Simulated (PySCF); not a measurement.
## AsH: frontier orbitals

r²SCAN at R = 1.534 Å; As 6-31G(d,p), H 6-31G(d,p); no relativity (PySCF 2.14). State: ³Σ⁻ (triplet), unpaired electrons π ↑↑. Only the outer orbitals are listed, counted within each symmetry.

```json
{"spin": "α", "orbital": "7σ", "occ.": "1", "ε (eV)": "-16.05", "on As (%)": "90", "main shells (%)": "88 As s, 10 H s"}
{"spin": "α", "orbital": "8σ", "occ.": "1", "ε (eV)": "-8.55", "on As (%)": "65", "main shells (%)": "52 As p, 35 H s, 11 As s"}
{"spin": "α", "orbital": "4π", "occ.": "1", "ε (eV)": "-6.21", "on As (%)": "100", "main shells (%)": "100 As p"}
{"spin": "α", "orbital": "4π", "occ.": "1", "ε (eV)": "-6.21", "on As (%)": "100", "main shells (%)": "100 As p"}
{"spin": "α", "orbital": "9σ", "occ.": "0", "ε (eV)": "0.65", "on As (%)": "52", "main shells (%)": "48 H s, 46 As p"}
{"spin": "β", "orbital": "7σ", "occ.": "1", "ε (eV)": "-14.13", "on As (%)": "80", "main shells (%)": "77 As s, 20 H s"}
{"spin": "β", "orbital": "8σ", "occ.": "1", "ε (eV)": "-7.97", "on As (%)": "66", "main shells (%)": "48 As p, 34 H s, 18 As s"}
{"spin": "β", "orbital": "4π", "occ.": "0", "ε (eV)": "-3.32", "on As (%)": "100", "main shells (%)": "100 As p"}
{"spin": "β", "orbital": "4π", "occ.": "0", "ε (eV)": "-3.32", "on As (%)": "100", "main shells (%)": "100 As p"}
{"spin": "β", "orbital": "9σ", "occ.": "0", "ε (eV)": "1.43", "on As (%)": "58", "main shells (%)": "48 As p, 42 H s"}
```

**Question.** Which are the highest filled and the lowest empty level, where do they sit, and how wide is the gap?

**Answer.** Highest filled α 4π at -6.21 eV (in %: 100 As p); lowest empty β 4π at -3.32 eV (in %: 100 As p); the gap at r²SCAN is 2.89 eV. Both belong to one degenerate shell, split only by its one-sided filling, so this is no excitation gap.

The bond order (Mayer) is 0.97 and the ⟨S²⟩ is 2.007. The charge on As (Mulliken, basis-dependent) is -0.01. The charge on As (Löwdin, basis-dependent) is -0.01 and the dipole moment (positive dipole means As(−)H(+)) is 0.46 D.

Spin–orbit coupling is left out. The state is the lowest determinant that a PBE0 search found; another state may lie lower at other levels.
